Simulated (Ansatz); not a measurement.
One change: `CBOC` becomes `C[O][GaH][CH3]`.

Ansatz, PBE0-D4/def2-TZVP geometries, multiplicity 1. Each molecule was computed in one conformer, which needn't be the lowest.

Scalar relativity is left out up to krypton.

| property | `CBOC` |
| --- | --- |
| LUMO energy (B3LYP/def2-TZVPP) / eV | -0.01 |
| HOMO energy (B3LYP/def2-TZVPP) / eV | -8.17 |
| HOMO–LUMO gap (B3LYP/def2-TZVPP) / eV | 8.16 |
| HOMO energy (PBE0/def2-TZVPP) / eV | -8.37 |
| HOMO energy (PBE/def2-TZVPP) / eV | -6.90 |
| size of the dipole moment (PBE/def2-TZVPP) / D | 1.01 |

**Question.** Give the same properties after the change, and the shifts. (Best estimate.)

**Answer.** Computed: 
```tsv
property	`C[O][GaH][CH3]`	shift
LUMO energy (B3LYP/def2-TZVPP) / eV	-1.04	-1.03
HOMO energy (B3LYP/def2-TZVPP) / eV	-7.42	0.75
HOMO–LUMO gap (B3LYP/def2-TZVPP) / eV	6.38	-1.78
HOMO energy (PBE0/def2-TZVPP) / eV	-7.64	0.73
HOMO energy (PBE/def2-TZVPP) / eV	-6.19	0.71
size of the dipole moment (PBE/def2-TZVPP) / D	1.73	0.72
```

With PBE0 the HOMO rises by 0.73 eV and the LUMO falls by 1.00 eV, so the gap narrows by about 1.73 eV. PBE moves the HOMO by 0.71 eV and ωB97M-V by 0.71 eV. Dipoles are sizes alone; their direction can turn.

B3LYP here is the variant with VWN-RPA as its local correlation; programs differ in this.
